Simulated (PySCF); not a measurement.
C₄H₉N. Atoms are numbered in the order given.

```xyz
14

C      2.3516    -0.6718    -0.0806
C      1.1240     0.1612     0.0671
N     -0.0127    -0.3351     0.3126
C     -1.1430     0.5494     0.4293
C     -2.2175     0.1912    -0.5842
H      2.1046    -1.7339     0.0468
H      3.1099    -0.3809     0.6650
H      2.8082    -0.5181    -1.0722
H      1.2566     1.2608    -0.0483
H     -0.8542     1.6173     0.3212
H     -1.5567     0.4308     1.4464
H     -2.5060    -0.8652    -0.4804
H     -3.1133     0.8149    -0.4453
H     -1.8511     0.3399    -1.6116
```

Geometry: PBE0-D3(BJ)/def2-SVP. The structure was generated by enumeration; whether it is a known compound was not checked. One conformer was computed; it need not be the lowest.

Computed with TDDFT-PBE0/def2-SVPD in PySCF 2.14.0.

Vertical excitations. Gas-phase values at a fixed geometry.

| state | energy (eV) | λ (nm) | f | main pairs |
|---|---|---|---|---|
| S1 | 5.17 | 240 | 0.001 | HOMO→LUMO 99 % |
| S2 | 7.07 | 175 | 0.030 | HOMO→LUMO+1 88 % |
| S3 | 7.42 | 167 | 0.012 | HOMO→LUMO+2 83 %, HOMO−1→LUMO 13 % |
| S4 | 7.64 | 162 | 0.371 | HOMO−1→LUMO 56 %, HOMO→LUMO+2 14 %, HOMO→LUMO+3 13 % |
| S5 | 7.77 | 160 | 0.186 | HOMO→LUMO+3 84 % |
| S6 | 8.00 | 155 | 0.001 | HOMO−1→LUMO+1 77 %, HOMO−2→LUMO 18 % |
| S7 | 8.07 | 154 | 0.054 | HOMO−2→LUMO 71 %, HOMO−1→LUMO+1 16 % |
| S8 | 8.16 | 152 | 0.052 | HOMO→LUMO+4 95 % |
| S9 | 8.44 | 147 | 0.006 | HOMO−1→LUMO+2 96 % |
| S10 | 8.71 | 142 | 0.012 | HOMO−1→LUMO+3 91 % |
| T1 | 4.34 | 286 | 0 | HOMO→LUMO 97 % |
| T2 | 4.84 | 256 | 0 | HOMO−1→LUMO 91 % |
| T3 | 6.81 | 182 | 0 | HOMO→LUMO+1 91 % |
| T4 | 7.35 | 169 | 0 | HOMO→LUMO+2 94 % |
Triplets are in the Tamm–Dancoff approximation, which puts them higher than full response would, so one can lie above its singlet here.
